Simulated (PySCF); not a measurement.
Isomers of C7H6F4, from PBE0-D3(BJ)/def2-SVP geometry optimisation, gas phase in PySCF. One conformer each, no zero-point energy, no frequencies.

Problem. Which isomer lies lower at this level?
A. `[CH2:1]=[CH:2]/[CH:3]=[CH:4]/[C:5](=[CH:6]\[F:7])[C:8]([F:9])([F:10])[F:11]` with C1–C2–C3–C4 179°, C3–C4–C5–C6 179°: A = 1387, B = 721.6, C = 517.2 MHz, dipole 0.97 D
B. `FC(F)(F)[C@]12[C@@H]3C[C@@]1(F)C[C@@H]32`: A = 1824, B = 972.3, C = 876.1 MHz, dipole 2.92 D

Solution. A. That is `C(=C\C(C(F)(F)F)=C/F)/C=C`, 6.2 kcal/mol below the other.

```csv
SMILES,mapped SMILES,E (Eh),relative (kcal/mol),relative (kJ/mol),dipole (D)
C=C/C=C/C(=C\F)C(F)(F)F,[CH2:1]=[CH:2]/[CH:3]=[CH:4]/[C:5](=[CH:6]\[F:7])[C:8]([F:9])([F:10])[F:11],-668.49414,0.0,0.0,0.97
FC(F)(F)[C@]12[C@@H]3C[C@@]1(F)C[C@@H]32,[F:1][C:2]([F:3])([F:4])[C@:5]12[C@@H:6]3[CH2:7][C@@:8]1([F:9])[CH2:10][C@H:11]23,-668.48423,6.2,26.0,2.92
```

As drawn, the lower has a C=C bond outside aromatic rings, which the higher lacks; the higher has a three-membered ring, a four-membered ring and a quaternary carbon, which the lower lacks.
